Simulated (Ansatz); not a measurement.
Pulling the pair apart

The pair of Cu⁺ (SMILES [Cu+], atom 1) and C2H4 (SMILES C=C, atoms 2–7), both closed shells, in one local arrangement (a lower one may exist), relaxed at PBE0-D4/def2-TZVP:

Cu1  (0.060, 0.140, -1.748)
C2  (0.670, 0.052, 0.263)
C3  (-0.686, -0.089, 0.205)
H4  (1.323, -0.817, 0.303)
H5  (1.127, 1.022, 0.443)
H6  (-1.345, 0.765, 0.337)
H7  (-1.149, -1.073, 0.197)
(Å)

C2H4 is shifted rigidly along the line between the mean atom positions of the two fragments (negative: closer). Counterpoise interaction energies in kcal/mol. Computed with Ansatz 0.2.0 (basis: def2-TZVPPD); correlated methods freeze the cores. The 3s and 3p shells of Cu and Zn are frozen; filled d shells are correlated. B3LYP uses VWN-RPA correlation.

```csv
shift (Å),PBE-D4,B3LYP-D4,MP2
-0.21,-54.99,-43.26,-40.43
-0.11,-58.58,-48.42,-44.23
0.00,-58.92,-50.22,-45.09
0.11,-57.34,-49.98,-44.18
0.25,-53.49,-47.78,-41.24
0.53,-44.91,-41.44,-33.85
1.05,-29.77,-27.65,-20.61
2.10,-13.68,-11.21,-7.19
```

What does CCSD(T) give at these shifts? (To be estimated.)

Computed: -33.11, -38.42, -40.46, -40.46, -38.47, -32.16, -19.80, -6.91 kcal/mol. For zero shift, CCSD(T) at an estimated basis limit (MP2 extrapolated from triple and quadruple zeta, plus CCSD(T) − MP2 in triple zeta) gives -44.63 kcal/mol. These are counterpoise interaction energies, counted from the two frozen fragments.

No T1 diagnostic of these runs exceeds 0.021. The restricted Hartree–Fock reference is unstable towards an unrestricted one here.

For scale, one of the runs: CCSD(T)/def2-TZVPPD, 209 basis functions, launched by `ansatz run in.yaml --threads 4 --pin off --events-out ev --progress --plain --max-ram 9574MiB`. Hardware: 4 CPU threads of an Arm Neoverse V1, shared host. Wall time 11 s; peak host memory 1.5 GiB.
